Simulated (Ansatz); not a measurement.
CBr3 (SMILES Br[C](Br)Br), doublet, at a GFN2-xTB geometry. Base run: Ansatz (an electronic-structure program) with BLYP/3-21G.

Ansatz was given this input:
Ansatz 0.2 input:
```yaml
crystal:
  periodic: [false, false, false]
  atoms:
    - {symbol: Br, position_ang: [-0.90210057, 1.60547864, 0.00874749]}
    - {symbol: C, position_ang: [-0.00024609, -0.00644433, 0.35123384]}
    - {symbol: Br, position_ang: [-0.93921857, -1.58329200, -0.04978510]}
    - {symbol: Br, position_ang: [1.84136133, -0.02108190, -0.01917391]}
basis:
  gaussian:
    orbitals: 3-21G.json
hamiltonian:
  xc: blyp
magnetization: {spin_polarized: true, initial_magnetization: 1}
```
The basis file holds 3-21G in the JSON format of the Basis Set Exchange.

The base run was repeated with changes; each row names its change, and settings that it needs were set with it.

```
change                                                           ΔE vs base (mEh)
---------------------------------------------------------------  ----------------
base                                                                        0.000
lower_state_search = off                                                    0.000
final_grid = 6, 12, 29                                                     -0.006
lower_state_search = light                                                  0.000
nuclear_model = gaussian                                                   30.176
accuracy = high                                                             0.006
final_grid = 10, 20, 41                                                     0.000
point_charge = charge:0.5 position_ang:1.4088, 3.7568, 2.7846              -2.101
fitting.mean_field = cc-pVTZ-JKFIT                                         -2.732
final_grid = 14, 28, 59                                                     0.000
point_charge = charge:-1.0 position_ang:3.5973, -2.8473, 1.6291            -1.746
```
